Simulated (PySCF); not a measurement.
A small calculation by hand: chemical shift, span and skew from a shielding tensor

C4H3F, SMILES C(=C/F)/C#C. Atoms are numbered in the order given.

```xyz
8

C      0.4148    -2.2182     0.0000
C     -0.1884    -1.1646     0.0000
C     -0.9238     0.0515     0.0000
C     -0.3751     1.2751     0.0000
F      0.9388     1.4752     0.0000
H      0.9556    -3.1454     0.0000
H     -2.0172     0.0008     0.0000
H     -0.9518     2.2042     0.0000
```
Charge 0, spin multiplicity 1.

Coordinates come from a B3LYP-D3(BJ)/def2-SVP optimisation. The structure was generated by enumeration; whether it is a known compound was not checked.

GIAO shieldings from PBE0/pcSseg-1 in PySCF, non-relativistic, no solvent. The symmetric part of the tensor of C1 has the principal values 26.9, 43.9, 199.7 ppm. The same nucleus in TMS has σ = 186.3 ppm at this level (PySCF, at its B3LYP-D3(BJ)/def2-TZVP geometry).

Problem. Work out the isotropic shielding, the ¹³C shift against TMS, the span and the skew.

Solution. 
σ(iso) = (σ11 + σ22 + σ33)/3 = 90.2 ppm. δ = σ(ref) − σ(iso) = 186.3 − (90.2) = 96.1 ppm.
Span Ω = σ33 − σ11 = 172.8 ppm. Skew κ = 3(σ(iso) − σ22)/Ω = 0.80. Tumbling in solution averages the tensor to δ; in a static solid the shielding alone would spread this spin-1/2 line over Ω.
